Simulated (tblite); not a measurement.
Species: C5HBrN2.
SMILES with atom numbers: `[N:1]#[C:2][CH:3]=[C:4]=[C:5]([Br:6])[C:7]#[N:8]` (hydrogens: H9 on C3)

Computed with GFN2-xTB (tblite), gas phase: L-BFGS steps from a force-field or distance-geometry start until the largest atomic force falls under 0.01 eV/Å.

Step 11: E = -570.8452 eV
```
atom  x, y, z in Å  |  force x, y, z in eV/Å
N1     -2.6040    1.8366    0.4059   -0.006  -0.114  -0.063
C2     -2.0565    0.8813    0.0926    0.039   0.020   0.013
C3     -1.3457   -0.2954   -0.2633   -0.122   0.113   0.041
C4     -0.0711   -0.3671    0.0012   -0.197  -0.145   0.073
C5      1.1868   -0.3848    0.3502   -0.183   0.036  -0.231
Br6     1.7492   -1.0510    2.0518    0.116  -0.053   0.155
C7      2.1701    0.0527   -0.5599    0.054   0.039  -0.117
N8      2.9085    0.4132   -1.3560    0.109  -0.005   0.066
H9     -1.9237   -1.0794   -0.7477    0.188   0.108   0.064
```

Step 12: E = -570.8528 eV
```
atom  x, y, z in Å  |  force x, y, z in eV/Å
N1     -2.6200    1.8294    0.3982    0.025  -0.071  -0.043
C2     -2.0502    0.8845    0.0936   -0.097   0.106   0.031
C3     -1.3483   -0.2922   -0.2630   -0.172   0.033   0.007
C4     -0.0770   -0.3800    0.0015   -0.076  -0.118   0.106
C5      1.1807   -0.3838    0.3459   -0.090  -0.006  -0.149
Br6     1.7766   -1.0476    2.0437    0.057  -0.033   0.104
C7      2.1666    0.0543   -0.5600   -0.001  -0.008  -0.052
N8      2.9243    0.4072   -1.3398    0.176   0.048  -0.035
H9     -1.9391   -1.0658   -0.7453    0.178   0.050   0.030
```

Question: Estimate the geometry and energy of step 13. (The exact step hangs on the optimiser's Hessian estimate; all steps are aligned on step 12, rigid shifts and turns removed.)

Answer: E = -570.8572 eV, largest force 0.180 eV/Å
```
atom  x, y, z in Å  |  force x, y, z in eV/Å
N1     -2.6298    1.8253    0.3934   -0.006   0.046  -0.001
C2     -2.0460    0.8879    0.0951   -0.159   0.083   0.016
C3     -1.3520   -0.2890   -0.2618   -0.103  -0.009   0.013
C4     -0.0832   -0.3905    0.0042   -0.001  -0.068   0.105
C5      1.1753   -0.3834    0.3402    0.013  -0.040  -0.059
Br6     1.7915   -1.0461    2.0404    0.017  -0.004   0.024
C7      2.1629    0.0559   -0.5636    0.008  -0.028  -0.035
N8      2.9365    0.4042   -1.3297    0.147   0.052  -0.036
H9     -1.9417   -1.0582   -0.7435    0.082  -0.032  -0.026
```

The energy changes by -0.0044 eV. The first-order estimate −F·Δx gives -0.0066 eV and the mean of the old and new forces, exact on a quadratic surface, -0.0044 eV. The step makes an angle of 63° with the force vector and moves no atom by more than 0.016 Å.

What follows is the cost of the whole relaxation. Time: 0.24 s wall. Hardware: Arm Neoverse V2, one thread, on a shared host.
